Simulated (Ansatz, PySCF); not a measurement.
System: sum formula HSiO2 (charge 0, doublet). It need not be the lowest isomer of its formula. 
Coordinates optimised at B3LYP-D3(BJ)/def2-TZVP (Ansatz, a first-principles code):
```
Si
O 1 1.5317
O 1 1.6342 2 126.89
H 3 0.9671 1 117.65 2 0.00
```
Charge 0, spin multiplicity 2.

Dipole moments at this geometry, in debye (magnitudes).

```tsv
level	program	dipole (D)
SVWN5/def2-TZVPD	Ansatz	2.66
BLYP/def2-TZVPD	Ansatz	2.61
BP86/def2-TZVPD	PySCF	2.64
M06-L/def2-TZVPD	PySCF	2.70
r2SCAN/def2-TZVPD	PySCF	2.78
B97M-V/def2-TZVPD	Ansatz	2.71
B3LYP/def2-TZVPD	Ansatz	2.75
PBE0/def2-TZVPD	Ansatz	2.80
r2SCAN0/def2-TZVPD	Ansatz	2.90
M06-2X/def2-TZVPD	PySCF	3.00
MN15/def2-TZVPD	PySCF	2.91
LC-wPBE/def2-TZVPD	Ansatz	2.98
wB97M-V/def2-TZVPD	Ansatz	2.85
CCSD(T)/aug-cc-pV(D+d)Z	Ansatz	2.72
```
